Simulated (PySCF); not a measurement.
# Which determinant of BeSe lies lowest?

Unrestricted PBE0; basis Be def2-SVP, Se def2-SVP; no relativity; PySCF 2.14. Outer shells of the fragments: Be 2s2; Se 3d10 4s2 4p4.

Followed along the bond (rough minima from three points):

| 2Ms+1 | unpaired | ⟨S²⟩ at the start | R at minimum (Å) | Te (eV) |
| --- | --- | --- | --- | --- |
| 1 | none | 0.00 | 1.88 | 0.00 |
| 3 | σ ↑, π ↑ | 2.00 | 2.08 | 0.50 |
| 1 | σ ↑, π ↓ | 1.01 | 2.08 | 0.55 |

Solutions found at the starting distance of 2.075 Å, counted from the lowest of them; the search is not exhaustive and high or unbound solutions are not listed, so other states can lie among these:

| 2Ms+1 | unpaired | term | E (eV) | ⟨S²⟩ | ⟨Lz²⟩ | μ (D) |
| --- | --- | --- | --- | --- | --- | --- |
| 1 | none | ¹Σ⁺ | 0.00 | 0.00 | 0.00 | -5.02 |
| 3 | σ ↑, π ↑ | ³Π | 0.18 | 2.00 | 1.01 | -0.38 |
| 1 | σ ↑, π ↓ | mixed | 0.22 | 1.01 | 1.01 | -0.38 |
| 3 | σ ↑↑ | ³Σ⁺ | 2.09 | 2.01 | 0.00 | -0.26 |
| 3 | π ↑↑ | mixed | 2.85 | 2.02 | 2.00 | -2.56 |
| 3 | π ↑↑ | mixed | 3.14 | 2.02 | 2.00 | -2.77 |
| 1 | π ↑↓ | mixed | 3.17 | 1.04 | 2.01 | -2.78 |
| 1 | π ↑↓ | mixed | 4.41 | 1.01 | 2.01 | 6.04 |
| 3 | σ ↑, π ↑ | ³Π | 4.96 | 2.01 | 1.00 | -2.96 |
| 1 | none | mixed | 5.67 | 0.00 | 2.00 | 6.09 |

A term symbol is given only where ⟨S²⟩ and ⟨Lz²⟩ are close to those of a pure state; real π, δ and φ orbitals otherwise mix terms. A positive dipole means Be(−)Se(+).

Q: Compare the gap between the two lowest followed solutions at the starting distance with the gap between their minima.

A: At PBE0 the second solution (triplet, unpaired electrons σ ↑, π ↑) lies +0.18 eV from the first (singlet, closed shell) at 2.075 Å and +0.50 eV at the minima; the two curves relax by different amounts, since their minima lie near 2.08 and 1.88 Å.

Counting both spins, an empty level lies below a filled one in some of these solutions, because spin and occupation are held.
